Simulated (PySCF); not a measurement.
Calculation: PBE-D3(BJ)/def2-TZVP // PBE0-D3(BJ)/def2-TZVP run with PySCF. All species are isolated molecules in the gas phase. 

Reference species (SMILES): `CB=N` (neutral, multiplicity 1).

| Quantity | Result |
|---|---|
| HOMO | -6.67 eV |
| HOMO–LUMO gap | 6.74 eV |

Changed species: `B=NC`.

**Question.** Predict the effect on the HOMO and HOMO–LUMO gap.

**Answer.** the HOMO increases by 0.17 eV, to -6.50 eV; the HOMO–LUMO gap drops by 0.35 eV, to 6.39 eV.
